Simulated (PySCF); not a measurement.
C⁺ (carbon, charge +1) across methods

[He] 2s2 2p1, 2P determinant. All numbers are calculated (PySCF 2.14, scalar relativity by spin-free X2C-1e, in x2c-QZVPPall with one added diffuse shell each of s, p, d, f type (8s5p4d3f1g, 73 functions)).

```tsv
method	E (hartree)	mean ε 2s α (eV)	mean ε 2s β (eV)	mean ε 2p α (eV)	Σ⟨r²⟩ (bohr²)	⟨S²⟩
LC-wPBE	-37.4112	-31.346	-29.434	-22.925	8.027	0.753
r2SCAN	-37.4214	-26.652	-24.904	-18.643	8.017	0.755
PBE	-37.3901	-26.173	-24.710	-17.950	8.057	0.752
M06-L	-37.4458	-26.587	-24.989	-18.505	7.887	0.753
B3LYP	-37.4530	-27.743	-25.979	-19.567	8.035	0.752
LDA	-37.0554	-26.119	-24.606	-17.805	8.121	0.751
MN15	-37.4392	-28.662	-26.973	-20.250	8.045	0.751
PBE0	-37.3997	-28.151	-26.244	-19.792	8.026	0.753
```

Q: Estimate the same row for UHF.

A: E (hartree) = -37.31188; mean ε 2s α (eV) = -33.321; mean ε 2s β (eV) = -29.605; mean ε 2p α (eV) = -24.877; Σ⟨r²⟩ (bohr²) = 8.046; ⟨S²⟩ = 0.757.
